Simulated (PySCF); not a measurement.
**Nonlinear optical response: SMILES C=CC1=C[CH2][GeH2][C@H]1F, C6H9FGe**

Geometry (Å), atoms numbered from 1 in this order:
```xyz
17

C     2.7145   -0.0569   -0.9148
C     1.7471   -0.8274   -0.4298
C     0.4118   -0.3822   -0.0727
C    -0.4903   -1.2070    0.4705
C    -1.8645   -0.7496    0.8474
Ge   -1.8980    1.1457    0.2703
C     0.0124    1.0536   -0.3003
F     0.7630    1.9025    0.5142
H     2.5885    0.9994   -1.0782
H     3.6837   -0.4604   -1.1526
H     1.9314   -1.8824   -0.2682
H    -0.2448   -2.2449    0.6555
H    -2.6160   -1.3673    0.3524
H    -2.0168   -0.8737    1.9216
H    -2.1072    2.1580    1.3550
H    -2.8529    1.4395   -0.8543
H     0.2310    1.3652   -1.3259
```

Level of theory: quadratic response CAM-B3LYP/def2-SVPD first hyperpolarisability, Taylor convention, gas phase in PySCF 2.14.0. Geometry: GFN2-xTB.

The calculation is non-relativistic, which matters for the atoms heavier than Zn.

**Question.** What is the first hyperpolarisability, and how does it disperse?

**Answer.** In 10⁻³⁰ esu, Taylor convention; the vector part is βᵢ = ⅓ Σⱼ (βᵢⱼⱼ + βⱼᵢⱼ + βⱼⱼᵢ); β∥ is 3/5 of the vector part along the dipole, the dipole points from − to +:
| process | λ (nm) | β vector norm | β∥ | β HRS | depolarisation ratio |
| --- | --- | --- | --- | --- | --- |
| static β(0;0,0) | ∞ | 1.74 | -0.31 | 0.68 | 6.40 |
| second harmonic β(−2ω;ω,ω) | 1064 | 1.89 | -0.29 | 0.74 | 5.93 |
| Pockels β(−ω;ω,0) | 1064 | 1.79 | -0.30 | – | – |

**Question.** Which lowest excitations, dipole and polarisabilities go with it?

**Answer.** S1 5.75 eV (f = 0.552); S2 6.18 eV (f = 0.006); S3 6.51 eV (f = 0.011); dipole 2.16 D; isotropic α 101.9 au static, 103.2 au at 1064 nm, 107.5 au at 532 nm.
